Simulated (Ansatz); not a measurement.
Ansatz (a program for electronic structure) input file for trichloroethylene cation (C2HCl3), SMILES ClC=C(Cl)Cl (connectivity only; charge and spin as stated), charge +1, multiplicity 2, PBE/def2-SVPD. Geometry optimised at B3LYP-D3(BJ)/def2-SVP. The spin state was assumed, not searched.

Ansatz 0.2 input:
```yaml
crystal:
  periodic: [false, false, false]
  atoms:
    - {symbol: Cl, position_ang: [0.34262248, 2.22285810, 0.00000000]}
    - {symbol: C, position_ang: [0.91330765, 0.66732949, 0.00000000]}
    - {symbol: C, position_ang: [0.06987276, -0.46788005, 0.00000000]}
    - {symbol: Cl, position_ang: [-1.59953424, -0.34042803, 0.00000000]}
    - {symbol: Cl, position_ang: [0.79224971, -1.98380743, 0.00000000]}
    - {symbol: H, position_ang: [2.00017231, 0.52671843, 0.00000000]}
basis:
  gaussian:
    orbitals: def2-SVPD
hamiltonian:
  xc: {name: PBE}
total_charge: 1
magnetization: {spin_polarized: true, initial_magnetization: 1}
```

It prints:

```
WARN ansatz: RAYON_NUM_THREADS=1 ignored (pool sized by the plan → 1); use --threads N
Functional definition: PBE
integrals: 0.08 GiB planned
1230 factors; their error is unknown
mean field: 0.54 GiB planned
mean field evaluation 1: about -39607.5749 eV, gradient 4.6e1 eV
mean field evaluation 2: about -39574.3507 eV, gradient 8.7e1 eV
mean field evaluation 4: about -39617.4220 eV, gradient 8.7e0 eV
mean field evaluation 8: about -39617.7955 eV, gradient 1.7e-1 eV
mean field evaluation 16: about -39617.7373 eV, gradient 4.4e-4 eV
mean field evaluation 32: about -39617.7373 eV, gradient 2.2e-5 eV
mean field -39617.73732050 eV, -1455.9249926617 hartree, gradient 2.2e-5 eV, S^2 0.751384; 3 other end points of the search recorded, 0 dependent functions left out
reference -39617.73737895 eV, -1455.9249948096 hartree; 32, 31 occupied and 97, 98 virtual orbitals, 1230 factors
Total energy: -39617.73737895 eV, -1455.9249948096 hartree
```

The calculation finished and met its thresholds.
